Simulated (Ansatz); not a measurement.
Input file:

```yaml
crystal:
  periodic: [false, false, false]
  atoms:
    - { symbol: Si, position_ang: [-0.006847, 0.028331, -0.035243] }
    - { symbol: C, position_ang: [-0.01312, 0.032371, 1.853214] }
    - { symbol: H, position_ang: [-1.073425, -0.005612, 2.215485] }
    - { symbol: H, position_ang: [0.451906, -0.927506, 2.161253] }
    - { symbol: H, position_ang: [0.615204, 0.843379, 2.295468] }
    - { symbol: Cl, position_ang: [1.959564, 0.111332, -0.723802] }
    - { symbol: Cl, position_ang: [-1.063677, 1.685033, -0.70093] }
    - { symbol: Cl, position_ang: [-0.883923, -1.827203, -0.72175] }
basis:
  gaussian: { orbitals: STO-3G }
hamiltonian:
  xc: b3lyp
  dispersion: d4
md:
  timestep: 0.25
  n_steps: 250
  ensemble: nvt_langevin
  temperature: 400.0
  initial_velocities: maxwell_boltzmann
  seed: 156796
  friction: 0.001
```

Command:

```bash
$ ansatz run input.yaml --threads 1 --pin off --max-ram 2048MiB --backend cpu --events-out ev --progress --plain --runs-dir out
```

Hardware: 1 thread of Arm Neoverse V2 (shared host).

Question: Roughly how long does this run take, and how much memory?

Answer: 8.6 min, with a peak of 0.12 GiB, for 251 ionic steps.
